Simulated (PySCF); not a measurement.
hexafluorophosphate (F₆P), SMILES F[P-](F)(F)(F)(F)F, charge -1. Atoms are numbered in the order given.

```xyz
7

F      0.0000    -1.6500     0.0000
P      0.0000     0.0000     0.0000
F      1.6500     0.0000     0.0000
F     -1.6500     0.0000     0.0000
F      0.0000     0.0000     1.6500
F      0.0000     1.6500     0.0000
F      0.0000     0.0000    -1.6500
```
Charge -1, spin multiplicity 1.

The structure is a stationary point at TPSSh-D3(BJ)/def2-SVPD.

The numbers are results of CAM-B3LYP/def2-SVPD run with PySCF, not measurements.

Gas-phase values at a fixed geometry.

* **total energy**: -940.06069 hartree
* **point group**: Oh
* **highest occupied level**: -7.41 eV
* **lowest empty level**: 5.27 eV
* **orbital gap**: 12.68 eV
* **dipole moment about the centre of nuclear charge**: 0.00 D
* **mean static polarisability**: 34.6 bohr³ (5.12 Å³)
* **polarisability, principal values**: 34.6, 34.6, 34.6 bohr³
